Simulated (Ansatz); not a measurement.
Species, as SMILES: Br (HBr).
Geometry (B3LYP-D3(BJ)/def2-TZVP, fixed):
```xyz
2

Br     0.0000     0.0000    -0.0396
H      0.0000     0.0000     1.3852
```
Charge 0, spin multiplicity 1.

Basis-set convergence of the dipole moment at CCSD(T) with Ansatz (a quantum-chemistry and plane-wave program). Dipoles come from the density behind the forces; the sign is taken along the dipole that this method gives in the largest set. The reference of a correlated method is not its basis-set limit, which lies further on. All functions are spherical. Cores are frozen (with 3d on Ga to Br). No added dispersion term, no relativity. Reference: the value in aug-pcseg-3, 0.845 D, itself unsure by roughly 0.003 D (its mean distance from aug-cc-pVQZ, def2-QZVPPD). Deviations are taken from unrounded values. Cost is core time over that of pcseg-3, rough, on shared machines of one kind; a dash marks a row that isn't timed (too short, read off another run, short of memory, by another algorithm or on other hardware).

```json
[
 {"basis": "pcseg-0", "functions": "24", "cost": "-"},
 {"basis": "pcseg-1", "functions": "32", "cost": "-"},
 {"basis": "aug-cc-pVDZ", "functions": "45", "cost": "-"},
 {"basis": "def2-SVPD", "functions": "49", "cost": "-"},
 {"basis": "pcseg-2", "functions": "57", "cost": "-"},
 {"basis": "def2-TZVPD", "functions": "66", "cost": "-"},
 {"basis": "def2-TZVPPD", "functions": "74", "cost": "-"},
 {"basis": "aug-cc-pVTZ", "functions": "82", "cost": "-"},
 {"basis": "pcseg-3", "functions": "101", "cost": "1×"},
 {"basis": "def2-QZVPPD", "functions": "131", "cost": "2×"},
 {"basis": "aug-cc-pVQZ", "functions": "139", "cost": "2×"},
 {"basis": "pcseg-4", "functions": "172", "cost": "20×"}
]
```

Problem. Which is the smallest set listed that can be trusted to 0.05 D here, that is, within that of the reference together with its larger relatives (same family, alike in diffuse functions; a set with none to test it counts only in the reference's own line)?

Solution. The smallest set listed that lies within 0.05 D of the reference with all its larger relatives (same family, alike in diffuse functions; a set with none counts only in the reference's own line) is aug-cc-pVDZ (45 functions, 0.021 D off). Value minus reference: pcseg-0 0.644, pcseg-1 0.261, aug-cc-pVDZ 0.021, def2-SVPD 0.005, pcseg-2 0.095, def2-TZVPD 0.005, def2-TZVPPD -0.021, aug-cc-pVTZ -0.023, pcseg-3 0.017, def2-QZVPPD 0.002, aug-cc-pVQZ 0.003, pcseg-4 0.006 D.
